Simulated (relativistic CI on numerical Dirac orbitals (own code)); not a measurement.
## Level scheme of Mn5+

Calculated at this level of theory: Dirac-Coulomb-Breit CI, KLI orbitals optimised for each configuration, QED by a radiative potential, valence Slater integrals scaled by 0.9, configuration energies shifted to the measured levels that pair with them (semi-empirical) (own radial code, finite nucleus).

Configuration list (outside the closed core [Ne]): 3s²3p⁶3d², 3s²3p⁶3d4s, 3s²3p⁶3d4p, 3s²3p⁶3d4d, 3s²3p⁵3d³, 3s²3p⁴3d⁴, 3s3p⁶3d³, 3s²3p⁶3d5s, 3s²3p⁶3d4f, 3s²3p⁶3d5p, 3s²3p⁶4s², 3s²3p⁶3d5d, 3s²3p⁶3d5f, 3s²3p⁶3d5g, 3s²3p⁶4s4p, 3s²3p⁵3d²4s, 3p⁶3d⁴, 3s²3p⁶4p², 3s²3p⁶4s4d, 3s²3p⁵3d²4p, 3s²3p⁶4p4d, 3s²3p⁵3d²4d, 3s3p⁵3d⁴. Levels of other configurations are missing.

The lowest level is 3s²3p⁶3d² ³F2, with 98 % of that term; Hund's rules for 3s²3p⁶3d² give ³F with J = 2, in agreement.

| No. | Configuration | Term | J | E (cm⁻¹) | % | Lifetime (s) |
| --- | --- | --- | --- | --- | --- | --- |
| 1 | 3s²3p⁶3d² | ³F | 2 | 0 | 98 |  |
| 2 | 3s²3p⁶3d² | ³F | 3 | 725 | 98 | 1.03e+02 |
| 3 | 3s²3p⁶3d² | ³F | 4 | 1619 | 98 | 6.92e+01 |
| 4 | 3s²3p⁶3d² | ¹D | 2 | 14647 | 94 | 2.72e+00 |
| 5 | 3s²3p⁶3d² | ³P | 0 | 17241 | 98 | 1.42e+01 |
| 6 | 3s²3p⁶3d² | ³P | 1 | 17507 | 98 | 1.13e+01 |
| 7 | 3s²3p⁶3d² | ³P | 2 | 18048 | 94 | 7.28e+00 |
| 8 | 3s²3p⁶3d² | ¹G | 4 | 26006 | 98 | 3.21e+00 |
| 9 | 3s²3p⁶3d² | ¹S | 0 | 54878 | 97 | 6.27e-02 |
| 10 | 3s²3p⁶3d4s | ³D | 1 | 250099 | 99 | 1.09e-05 |
| 11 | 3s²3p⁶3d4s | ³D | 2 | 250525 | 98 | 1.09e-05 |
| 12 | 3s²3p⁶3d4s | ³D | 3 | 251371 | 99 | 1.09e-05 |
| 13 | 3s²3p⁶3d4s | ¹D | 2 | 255437 | 97 | 9.09e-06 |
| 14 | 3s²3p⁶3d4p | ¹D° | 2 | 319814 | 91 | 1.40e-10 |
| 15 | 3s²3p⁶3d4p | ³D° | 1 | 321320 | 98 | 6.96e-11 |
| 16 | 3s²3p⁶3d4p | ³D° | 2 | 322030 | 95 | 7.11e-11 |
| 17 | 3s²3p⁶3d4p | ³D° | 3 | 322890 | 94 | 7.14e-11 |
| 18 | 3s²3p⁶3d4p | ³F° | 2 | 323803 | 91 | 1.71e-10 |
| 19 | 3s²3p⁶3d4p | ³F° | 3 | 324818 | 94 | 1.67e-10 |
| 20 | 3s²3p⁶3d4p | ³F° | 4 | 326323 | 99 | 1.80e-10 |
| 21 | 3s²3p⁶3d4p | ³P° | 1 | 329848 | 96 | 9.42e-11 |
| 22 | 3s²3p⁶3d4p | ³P° | 0 | 329937 | 99 | 9.45e-11 |
| 23 | 3s²3p⁶3d4p | ³P° | 2 | 330196 | 98 | 9.50e-11 |
| 24 | 3s²3p⁶3d4p | ¹F° | 3 | 333276 | 99 | 5.94e-11 |
| 25 | 3s²3p⁶3d4p | ¹P° | 1 | 336202 | 96 | 8.46e-11 |
| 26 | 3p⁵3d³(4P)‡ | ⁵S° | 2 | 347869 | 99 | 3.06e-07 |
| 27 | 3p⁵3d³(4F)‡ | ⁵D° | 2 | 352973 | 92 | 4.60e-07 |
| 28 | 3p⁵3d³(4F)‡ | ⁵D° | 1 | 352989 | 96 | 4.96e-07 |
| 29 | 3p⁵3d³(4F)‡ | ⁵D° | 0 | 353035 | 99 | 5.20e-07 |
| 30 | 3p⁵3d³(4F)‡ | ⁵D° | 3 | 353105 | 89 | 3.30e-07 |
| 31 | 3p⁵3d³(4F)‡ | ⁵D° | 4 | 353550 | 89 | 1.48e-07 |
| 32 | 3p⁵3d³(4F)‡ | ⁵F° | 5 | 360226 | 96 | 5.15e-06 |
| 33 | 3p⁵3d³(4F)‡ | ⁵F° | 4 | 361158 | 85 | 1.65e-07 |
| 34 | 3p⁵3d³(4F)‡ | ⁵F° | 1 | 361345 | 95 | 2.61e-08 |
| 35 | 3p⁵3d³(4F)‡ | ⁵F° | 2 | 361468 | 90 | 3.84e-08 |
| 36 | 3p⁵3d³(4F)‡ | ⁵F° | 3 | 361469 | 86 | 6.96e-08 |
| 37 | 3p⁵3d³(4F)‡ | ⁵G° | 6 | 372244 | 100 | 5.06e-01 |
| 38 | 3p⁵3d³(4F)‡ | ⁵G° | 5 | 374320 | 93 | 6.32e-07 |
| 39 | 3p⁵3d³(2G)‡ | ³F° | 2 | 374606 | 79 | 2.30e-08 |
| 40 | 3p⁵3d³(4F)‡ | ⁵G° | 4 | 375917 | 88 | 9.09e-08 |
| 41 | 3p⁵3d³(2G)‡ | ³F° | 3 | 375993 | 58 | 3.78e-08 |
| 42 | 3p⁵3d³(4F)‡ | ⁵G° | 3 | 378289 | 52 | 8.12e-09 |
| 43 | 3p⁵3d³(2G)‡ | ³F° | 4 | 378932 | 84 | 1.42e-08 |
| 44 | 3p⁵3d³(4F)‡ | ⁵G° | 2 | 379918 | 80 | 8.96e-09 |
| 45 | 3p⁵3d³(2D)‡ | ³D° | 3 | 381290 | 96 | 1.71e-08 |
| 46 | 3p⁵3d³(2D)‡ | ³D° | 2 | 381394 | 72 | 4.82e-09 |
| 47 | 3p⁵3d³(2D)‡ | ³D° | 1 | 382621 | 76 | 4.67e-09 |
| 48 | 3p⁵3d³(2H)‡ | ³G° | 3 | 384984 | 84 | 1.00e-09 |
| 49 | 3p⁵3d³(2H)‡ | ³G° | 4 | 385346 | 79 | 1.16e-09 |
| 50 | 3p⁵3d³(2P)‡ | ³P° | 2 | 385357 | 73 | 1.68e-09 |
| 51 | 3p⁵3d³(2H)‡ | ³G° | 5 | 385771 | 94 | 1.42e-09 |
| 52 | 3p⁵3d³(2P)‡ | ³P° | 0 | 385792 | 97 | 2.55e-09 |
| 53 | 3p⁵3d³(2P)‡ | ³P° | 1 | 385811 | 77 | 2.27e-09 |
| 54 | 3p⁵3d³(2G)‡ | ¹G° | 4 | 394288 | 83 | 2.63e-09 |
| 55 | 3p⁵3d³(2G)‡ | ³H° | 6 | 395841 | 98 | 6.06e-01 |
| 56 | 3p⁵3d³(2G)‡ | ³H° | 5 | 399070 | 93 | 5.26e-09 |
| 57 | 3p⁵3d³(2D)‡ | ³F° | 4 | 399842 | 96 | 5.06e-08 |
| 58 | 3p⁵3d³(2H)‡ | ³I° | 7 | 400981 | 100 |  |
| 59 | 3p⁵3d³(2P)‡ | ³D° | 3 | 401266 | 66 | 6.17e-10 |
| 60 | 3p⁵3d³(2D)‡ | ³F° | 3 | 402160 | 80 | 7.97e-09 |
| 61 | 3p⁵3d³(4P)‡ | ⁵D° | 2 | 402673 | 56 | 1.63e-09 |
| 62 | 3p⁵3d³(4P)‡ | ⁵P° | 3 | 402790 | 54 | 1.75e-09 |
| 63 | 3p⁵3d³(2P)‡ | ¹S° | 0 | 403032 | 38 | 4.26e-09 |
| 64 | 3p⁵3d³(2G)‡ | ³H° | 4 | 403218 | 86 | 4.86e-09 |
| 65 | 3p⁵3d³(2H)‡ | ³I° | 6 | 403516 | 91 |  |
| 66 | 3p⁵3d³(4P)‡ | ⁵D° | 1 | 403616 | 65 | 6.21e-09 |
| 67 | 3p⁵3d³(4P)‡ | ⁵D° | 4 | 403800 | 96 | 2.13e-08 |
| 68 | 3p⁵3d³(2P)‡ | ³D° | 2 | 404208 | 36 | 1.05e-09 |
| 69 | 3p⁵3d³(2D)‡ | ³F° | 2 | 404931 | 63 | 1.87e-09 |
| 70 | 3p⁵3d³(2P)‡ | ³D° | 1 | 405951 | 75 | 5.39e-10 |

Energies count from the lowest computed level; ° marks odd parity; lifetimes are radiative, by E1, M1, E2 decay to levels of this space only; some are left blank where a channel outside the calculation adds to the decay or the decay crosses a small, uncertain gap. Percentages are summed over parent terms; the parents shown are those of the largest component, closed shells are left out there. ‡ marks configurations that were not tied to measured data.

The mean weight of the leading LS term, summed over parents, in these 70 levels is 87 %, and that of the leading jj configuration (from the same eigenvectors) 52 %, so LS coupling describes them better.

Configurations whose levels could be paired with our table of measured levels were shifted onto them, all but the ground configuration, by the median error of their levels; single terms can still be off by 1,000 to 2,000 cm⁻¹ or more, and rates follow the energies as ν³ (E1, M1) or ν⁵ (E2). The others borrow a shift and can be off by several thousand cm⁻¹ or more. 38 of the 38 excited levels that our extract of the measured tables holds in this range could be paired (the sources list more); they are missed by 348 cm⁻¹ on average and 1143 at most, after the shifts were fitted to these levels, and levels without a partner can miss by more. Some levels of the ground configuration have no partner and can miss by 10 % or more.

Landé's interval rule says that E(J) − E(J−1) = AJ with one A. For the ground term the intervals give A = 241.5, 223.5 cm⁻¹ for J = 3, 4; the multiplet is regular.
